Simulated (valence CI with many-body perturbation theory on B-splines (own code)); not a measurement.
Nd²⁰⁺: M1 decay

Method: relativistic CI+MBPT: four valence electrons over a frozen Dirac-Fock core [Kr], radial functions for each j: 9 s, 9 p, 10 d, 8 f, 5 g, 3 h, 1 i, with the one-electron correlation potential Σ1 (screened to all orders), the two-electron term Σ2, the three-electron term Σ3, Breit, model QED; selected single and double excitations, second order for the rest (own B-spline code, finite nucleus).

No measured levels were compared; by estimate terms of the open shell hold to 2 to 4 % of their energy, and close levels can change places. Only levels of the ground parity were solved; by the run's estimate the other parity begins above the list, which can be wrong where configurations are misplaced.

Lines 1 to 50 of 120 in falling wavelength, among levels below 35.969 eV, chosen from the decays that carry over 1 % of a level's rate. Wavelengths and rates use the calculated energies, so an error of 2000 cm⁻¹ moves a line at 7527 Å by 15 % and its rate by three times that or more. Weak lines are less certain than strong ones. Lines between different terms over intervals too small for the method are left out, as are lines whose strength nearly cancels. Intervals below about 2000 cm⁻¹, as at the head of this list, are uncertain by tens of per cent. Branching is blank where the lifetime is uncertain.

Levels are named by their leading jj configuration (3d3/2^4 stands for four electrons in 3d with j = 3/2), which in mixed levels can hold well under half, so a name can repeat and another be missing. Letters in brackets count levels of one name in rising energy.

| λ vac (Å) | Upper | Lower | Type | A (s⁻¹) | Branch % |
| --- | --- | --- | --- | --- | --- |
| 87280 | (4d3/2^3 4d5/2) J=4 | (4d3/2^3 4d5/2) J=3 | M1 | 2.15e-02 | 99.9 |
| 15270 | (4d3/2^2 4d5/2^2) J=6 | (4d3/2^2 4d5/2^2) J=5 | M1 | 2.88e+00 | 99.0 |
| 10750 | (4d3/2^3 4d5/2) J=3 | (4d3/2^3 4d5/2) J=2 | M1 | 2.75e+01 | 100.0 |
| 7527 | (4d3/2^2 4d5/2^2) J=2 [b] | (4d3/2^2 4d5/2^2) J=1 | M1 | 2.40e+01 | 7.8 |
| 7512 | (4d3/2^2 4d5/2^2) J=2 [d] | (4d3/2 4d5/2^3) J=1 [a] | M1 | 1.75e+01 | 1.1 |
| 6991 | (4d3/2^2 4d5/2^2) J=4 [b] | (4d3/2^2 4d5/2^2) J=5 | M1 | 3.35e+00 | 1.3 |
| 6735 | (4d3/2^2 4d5/2^2) J=5 | (4d3/2^2 4d5/2^2) J=4 [a] | M1 | 4.30e+01 | 10.8 |
| 6398 | (4d3/2^3 4d5/2) J=2 | (4d3/2^3 4d5/2) J=1 | M1 | 1.58e+02 | 100.0 |
| 4755 | (4d3/2^2 4d5/2^2) J=4 [b] | (4d3/2^2 4d5/2^2) J=3 [a] | M1 | 1.17e+02 | 45.5 |
| 4641 | (4d3/2^2 4d5/2^2) J=1 | (4d3/2^2 4d5/2^2) J=0 [a] | M1 | 1.54e+02 | 7.8 |
| 4619 | (4d3/2^2 4d5/2^2) J=2 [b] | (4d3/2^2 4d5/2^2) J=2 [a] | M1 | 6.54e+01 | 21.2 |
| 4475 | (4d3/2 4d5/2^3) J=3 [c] | (4d3/2^2 4d5/2^2) J=2 [e] | M1 | 1.08e+02 |  |
| 4458 | (4d3/2^2 4d5/2^2) J=2 [c] | (4d3/2^2 4d5/2^2) J=2 [b] | M1 | 2.91e+01 | 1.0 |
| 4416 | (4d3/2 4d5/2^3) J=3 [a] | (4d3/2^2 4d5/2^2) J=4 [b] | M1 | 4.52e+01 | 1.5 |
| 4276 | (4d3/2^3 4d5/2) J=1 | (4d3/2^4) J=0 | M1 | 4.40e+02 | 100.0 |
| 4259 | (4d3/2^2 4d5/2^2) J=2 [b] | (4d3/2^2 4d5/2^2) J=3 [a] | M1 | 3.48e+00 | 1.1 |
| 4228 | (4d3/2 4d5/2^3) J=1 [b] | (4d3/2^2 4d5/2^2) J=2 [e] | M1 | 9.33e+01 | 2.8 |
| 4100 | (4d3/2^2 4d5/2^2) J=4 [a] | (4d3/2^3 4d5/2) J=4 | M1 | 4.63e+02 | 80.6 |
| 4007 | (4d3/2^2 4d5/2^2) J=3 [b] | (4d3/2^2 4d5/2^2) J=3 [a] | M1 | 1.44e+01 | 1.6 |
| 3916 | (4d3/2^2 4d5/2^2) J=4 [a] | (4d3/2^3 4d5/2) J=3 | M1 | 1.12e+02 | 19.4 |
| 3662 | (4d3/2 4d5/2^3) J=4 [a] | (4d3/2^2 4d5/2^2) J=5 | M1 | 9.81e+01 | 4.3 |
| 3491 | (4d3/2^2 4d5/2^2) J=4 [c] | (4d3/2 4d5/2^3) J=4 [a] | M1 | 9.70e+01 | 7.7 |
| 3430 | (4d3/2^2 4d5/2^2) J=4 [b] | (4d3/2^2 4d5/2^2) J=4 [a] | M1 | 6.30e+01 | 24.6 |
| 3371 | (4d3/2 4d5/2^3) J=3 [b] | (4d3/2^2 4d5/2^2) J=2 [c] | M1 | 2.90e+01 | 1.3 |
| 3282 | (4d3/2 4d5/2^3) J=1 [a] | (4d3/2^2 4d5/2^2) J=2 [b] | M1 | 2.10e+02 | 5.1 |
| 3269 | (4d3/2 4d5/2^3) J=5 | (4d3/2^2 4d5/2^2) J=4 [b] | M1 | 4.15e+02 | 32.7 |
| 3135 | (4d3/2 4d5/2^3) J=3 [b] | (4d3/2 4d5/2^3) J=3 [a] | M1 | 1.37e+02 | 6.1 |
| 3076 | (4d3/2^2 4d5/2^2) J=3 [a] | (4d3/2^3 4d5/2) J=4 | M1 | 2.41e+01 | 2.5 |
| 3026 | (4d3/2^2 4d5/2^2) J=2 [e] | (4d3/2^2 4d5/2^2) J=2 [c] | M1 | 3.56e+02 | 15.4 |
| 2971 | (4d3/2^2 4d5/2^2) J=3 [a] | (4d3/2^3 4d5/2) J=3 | M1 | 5.23e+02 | 54.4 |
| 2939 | (4d3/2 4d5/2^3) J=4 [a] | (4d3/2^2 4d5/2^2) J=3 [a] | M1 | 1.26e+02 | 5.5 |
| 2938 | (4d3/2 4d5/2^3) J=3 [c] | (4d3/2^2 4d5/2^2) J=2 [d] | M1 | 4.51e+01 |  |
| 2829 | (4d3/2 4d5/2^3) J=1 [b] | (4d3/2^2 4d5/2^2) J=2 [d] | M1 | 4.70e+02 | 14.3 |
| 2800 | (4d3/2^2 4d5/2^2) J=2 [c] | (4d3/2^2 4d5/2^2) J=1 | M1 | 9.37e+01 | 3.3 |
| 2652 | (4d3/2^2 4d5/2^2) J=4 [c] | (4d3/2^2 4d5/2^2) J=3 [b] | M1 | 9.96e+01 | 8.0 |
| 2608 | (4d3/2 4d5/2^3) J=5 | (4d3/2^2 4d5/2^2) J=6 | M1 | 2.61e+02 | 20.5 |
| 2588 | (4d3/2 4d5/2^3) J=3 [c] | (4d3/2^2 4d5/2^2) J=4 [c] | M1 | 4.95e+02 |  |
| 2583 | (4d5/2^4) J=4 | (4d3/2^2 4d5/2^2) J=4 [c] | M1 | 6.86e+01 | 1.3 |
| 2548 | (4d3/2^2 4d5/2^2) J=5 | (4d3/2^3 4d5/2) J=4 | M1 | 3.57e+02 | 89.2 |
| 2390 | (4d3/2 4d5/2^3) J=3 [a] | (4d3/2^2 4d5/2^2) J=2 [a] | M1 | 1.08e+03 | 35.9 |
| 2372 | (4d3/2 4d5/2^3) J=4 [a] | (4d3/2^2 4d5/2^2) J=4 [a] | M1 | 1.51e+03 | 66.3 |
| 2364 | (4d3/2^2 4d5/2^2) J=2 [d] | (4d3/2^2 4d5/2^2) J=3 [b] | M1 | 4.87e+02 | 29.5 |
| 2357 | (4d3/2 4d5/2^3) J=6 | (4d3/2^2 4d5/2^2) J=6 | M1 | 5.63e+02 | 44.1 |
| 2328 | (4d3/2^2 4d5/2^2) J=3 [a] | (4d3/2^3 4d5/2) J=2 | M1 | 4.10e+02 | 42.7 |
| 2290 | (4d3/2 4d5/2^3) J=3 [a] | (4d3/2^2 4d5/2^2) J=3 [a] | M1 | 1.00e+03 | 33.2 |
| 2285 | (4d3/2 4d5/2^3) J=1 [a] | (4d3/2^2 4d5/2^2) J=1 | M1 | 7.43e+02 | 18.0 |
| 2284 | (4d3/2^2 4d5/2^2) J=2 [d] | (4d3/2^2 4d5/2^2) J=2 [b] | M1 | 4.11e+02 | 24.9 |
| 2269 | (4d3/2^2 4d5/2^2) J=2 [c] | (4d3/2^2 4d5/2^2) J=2 [a] | M1 | 2.51e+02 | 8.8 |
| 2232 | (4d3/2^2 4d5/2^2) J=2 [a] | (4d3/2^3 4d5/2) J=2 | M1 | 5.19e+02 | 30.8 |
| 2227 | (4d3/2 4d5/2^3) J=5 | (4d3/2^2 4d5/2^2) J=5 | M1 | 4.07e+02 | 32.1 |
